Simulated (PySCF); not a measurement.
**Electric field gradients and quadrupole coupling constants**

Species: C₉H₁₃N.
Cartesian coordinates in Å at the GFN2-xTB level; atoms count from 1:
```xyz
23
C9H13N angstrom
N      1.7759   -2.3408    1.7639
C      1.5802   -1.4319    1.0968
C      1.3575   -0.2872    0.2586
C      0.4821    0.8068    0.8928
C     -0.8146    0.1763    1.4059
C     -1.6206   -0.4476    0.2670
C     -0.7412   -1.3078   -0.6401
C      0.5502   -0.5786   -1.0178
C      0.2775    0.8363   -1.5476
C      0.2367    1.7419   -0.2998
H      2.3394    0.1252   -0.0059
H      0.9925    1.3159    1.7146
H     -0.5637   -0.5896    2.1439
H     -1.4190    0.9358    1.9073
H     -2.4249   -1.0578    0.6818
H     -2.0875    0.3423   -0.3231
H     -0.4827   -2.2392   -0.1304
H     -1.2952   -1.5674   -1.5452
H      1.1161   -1.1822   -1.7322
H     -0.6530    0.8702   -2.1126
H      1.0805    1.1456   -2.2181
H     -0.7135    2.2640   -0.1995
H      1.0227    2.4969   -0.3502
```

Field gradients from the PBE0/pcSseg-1 density (PySCF, non-relativistic), principal values in atomic units, ordered |Vxx| ≤ |Vyy| ≤ |Vzz|:

```json
{"atom": "N1", "Vxx": "0.4718", "Vyy": "0.4877", "Vzz": "-0.9595"}
```

Question: Find the asymmetry η = (Vxx − Vyy)/Vzz and the couplings χ = eQV/h (234.96 MHz × Q in barn × V in au), with Q(14N) = 0.02044 b.

Answer: 
| atom | environment | nucleus | η | χzz (MHz) | χxx (MHz) | χyy (MHz) |
| --- | --- | --- | --- | --- | --- | --- |
| N1 | nitrile nitrogen | 14N | 0.02 | -4.608 | 2.266 | 2.342 |

The gradient is axial or nearly so (η below 0.05) at N1. The tensor is traceless: Vxx + Vyy + Vzz = 0.

Question: What is Vzz at N1 in SI units (1 au = 9.71736 × 10²¹ V/m²)?

Answer: -0.9595 au = -9.324 × 10²¹ V/m².

Question: And the gradient at the other heavy atoms, for which no coupling is worked out here?

Answer: 
| atom | environment | Vzz (au) | η |
| --- | --- | --- | --- |
| C2 | nitrile carbon | -0.419 | 0.02 |
| C3 | sp3 carbon next to a nitrile | 0.170 | 0.01 |
| C4 | sp3 carbon at a ring junction | 0.111 | 0.42 |
| C5 | ring CH2 carbon | -0.058 | 0.83 |
| C6 | ring CH2 carbon | -0.045 | 0.65 |
| C7 | ring CH2 carbon | -0.058 | 0.82 |
| C8 | sp3 carbon at a ring junction | 0.112 | 0.43 |
| C9 | ring CH2 carbon | 0.069 | 0.97 |
| C10 | ring CH2 carbon | 0.069 | 0.96 |

Question: What couplings would deuterons (Q(2H) = 0.00286 b) have in place of the hydrogens, at this geometry?

Answer: 
```json
{"atom": "H11", "bonded to": "C3", "bond length (Å)": "1.097", "Vzz (au)": "0.2904", "η": "0.05", "χzz (kHz)": "195"}
{"atom": "H12", "bonded to": "C4", "bond length (Å)": "1.093", "Vzz (au)": "0.2998", "η": "0.01", "χzz (kHz)": "201"}
{"atom": "H13", "bonded to": "C5", "bond length (Å)": "1.093", "Vzz (au)": "0.2965", "η": "0.02", "χzz (kHz)": "199"}
{"atom": "H14", "bonded to": "C5", "bond length (Å)": "1.092", "Vzz (au)": "0.3044", "η": "0.02", "χzz (kHz)": "205"}
{"atom": "H15", "bonded to": "C6", "bond length (Å)": "1.091", "Vzz (au)": "0.3061", "η": "0.02", "χzz (kHz)": "206"}
{"atom": "H16", "bonded to": "C6", "bond length (Å)": "1.091", "Vzz (au)": "0.3057", "η": "0.01", "χzz (kHz)": "205"}
{"atom": "H17", "bonded to": "C7", "bond length (Å)": "1.093", "Vzz (au)": "0.2967", "η": "0.02", "χzz (kHz)": "199"}
{"atom": "H18", "bonded to": "C7", "bond length (Å)": "1.092", "Vzz (au)": "0.3043", "η": "0.02", "χzz (kHz)": "205"}
{"atom": "H19", "bonded to": "C8", "bond length (Å)": "1.093", "Vzz (au)": "0.2999", "η": "0.01", "χzz (kHz)": "202"}
{"atom": "H20", "bonded to": "C9", "bond length (Å)": "1.089", "Vzz (au)": "0.3103", "η": "0.01", "χzz (kHz)": "208"}
{"atom": "H21", "bonded to": "C9", "bond length (Å)": "1.091", "Vzz (au)": "0.3066", "η": "0.01", "χzz (kHz)": "206"}
{"atom": "H22", "bonded to": "C10", "bond length (Å)": "1.089", "Vzz (au)": "0.3106", "η": "0.01", "χzz (kHz)": "209"}
{"atom": "H23", "bonded to": "C10", "bond length (Å)": "1.091", "Vzz (au)": "0.3063", "η": "0.01", "χzz (kHz)": "206"}
```

Geometry: GFN2-xTB; no solvent, vibrations or thermal averaging. GFN2-xTB bond lengths can be off by several hundredths of an ångström, more for odd bonds, and the gradients follow them. These gradients aren't converged with respect to the basis.
